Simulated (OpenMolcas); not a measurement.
## Pt7+: effect of the active space

* Program: OpenMolcas
* Method: SS-CASPT2 or its RAS form, IPEA 0.25 Eh, imaginary shift 0.1 Eh
* Basis: ANO-RCC-VQZP
* Scalar Hamiltonian: DKH2, point nucleus
* Spin-orbit coupling: RASSI with atomic mean-field integrals over the reference wave functions, term energies averaged over their components

A. 3 electrons in 5 orbitals (5d); 2S+1 = 4 even, 10 roots; 2S+1 = 2 even, 40 roots; closed shells correlated: 5s 5p; CASPT2 step of the order of 22 core-seconds
B. 9 electrons in 8 orbitals (RAS1 5p, at most 2 holes; RAS2 5d); 2S+1 = 4 even, 10 roots; 2S+1 = 2 even, 40 roots; closed shells correlated: 5s; CASPT2 step roughly 60 core-seconds
C. 3 electrons in 10 orbitals (5d 6d); 2S+1 = 4 even, 10 roots; 2S+1 = 2 even, 40 roots; closed shells correlated: 5s 5p; CASPT2 step roughly 7 core-minutes

Energies in cm⁻¹ above 5d³ ⁴F_3/2.

| Level | A | B | C |
| --- | --- | --- | --- |
| 5d³ ⁴F_3/2 | 0.0 | 0.0 | 0.0 |
| 5d³ ⁴F_5/2 | 9820 | 10200 | 9890 |
| 5d³ ⁴F_7/2 | 16710 | 17170 | 16750 |
| 5d³ ⁴P_1/2 [67 %] | 22640 | 22560 | 22140 |
| 5d³ ²G_7/2 [74 %] | 31480 | 32100 | 31410 |
| 5d³ ²H_9/2 [54 %] | 33110 | 33760 | 33200 |
| 5d³ ⁴P_5/2 | 33530 | 33920 | 33530 |
| 5d³ ²P_1/2 [67 %] | 40460 | 40410 | 39590 |
| 5d³ ²H_11/2 | 43180 | 43850 | 43440 |
| 5d³ ²D_5/2(1) | 46670 | 47920 | 46690 |
| 5d³ ²G_9/2 [58 %] | 51340 | 52390 | 51460 |
| 5d³ ²F_5/2 | 51500 | 51960 | 51470 |
| 5d³ ²F_7/2 | 53230 | 53730 | 53170 |
| 5d³ ²P_3/2 [56 %] | 56150 | 56270 | 55440 |
| 5d³ ²D_3/2(2) | 77810 | 78420 | 77710 |
| 5d³ ²D_5/2(2) | 79860 | 79990 | 79820 |

Among A to C the level of the table that moves most is 5d³ ²D_5/2(1), by 1200 cm-1 (lowest in A, highest in B). Moves below CASPT2's spread within the term are not significant.

Term energies are means over components that CASPT2 splits; among the terms shown or strongly mixed into the levels shown the widest spread is 930 cm-1 (5d³ ²H, A). The CASPT2 spread within a term exceeds the gap to the next term for 5d³ ²P and 5d³ ²H, so the order of their levels is uncertain (holds for A). Active for correlation alone: 5p; no level in the range computed is led by a configuration that opens it, so any true level of that kind is missing (holds for B). Active for correlation alone: 6d; no level in the range computed is led by a configuration that fills it, so any true level of that kind is missing (holds for C). Only configurations of the active space appear. The table leaves out levels that lie high or whose names do not pair safely across all columns.

A share in square brackets marks a mixed level and gives the weight of the term that names it, the lowest over the columns. A number in round brackets counts repeated terms of one configuration in the order of the reference energies.
